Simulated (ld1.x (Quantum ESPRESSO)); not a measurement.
# Building the TM semilocal potential for F (Z = 9) (LDA (PZ), scalar-relativistic).

```
Element                 : fluorine
Generator               : ld1.x (Quantum ESPRESSO) 7.5
Type                    : norm-conserving Troullier–Martins (semilocal form)
Functional              : LDA (PZ)
Relativity              : scalar-relativistic
Frozen core             : [He]
Valence charge          : 7
Reference configuration : 2s2 2p5
Partial waves           : 2s (bound): rc 0.60 bohr; 2p (bound): rc 1.80 bohr; 3d channel at 0.4 Ry: rc 1.65 bohr
Local potential         : the d channel
Core correction         : Bessel-smoothed model core inside 0.50 bohr
```

(1) Estimate the cutoffs (Ry, on a coarse ladder) from which the occupation-weighted sum of valence levels, in a spherical-Bessel basis at the reference potential, stays within 10 and 1 mRy of its value at 400 Ry.

(2) Which valence shell sets the plane-wave cutoff?

(3) Tests: 2s2 2p4; 2s2 2p3; 2s2 2p2; 2s2 2p5.3; 2s1 2p6; 2s1 2p5; 2s2 2p4.5. Which has the largest error in its energy relative to the reference configuration, and how large is it?

Results:

(1) 180 Ry and 260 Ry.

(2) 2s: its level needs 230 Ry to come within 1 mRy, against 55 Ry for 2p.

(3) 2s2 2p2, with +1773 meV (all-electron minus pseudo) on +118.80 eV.
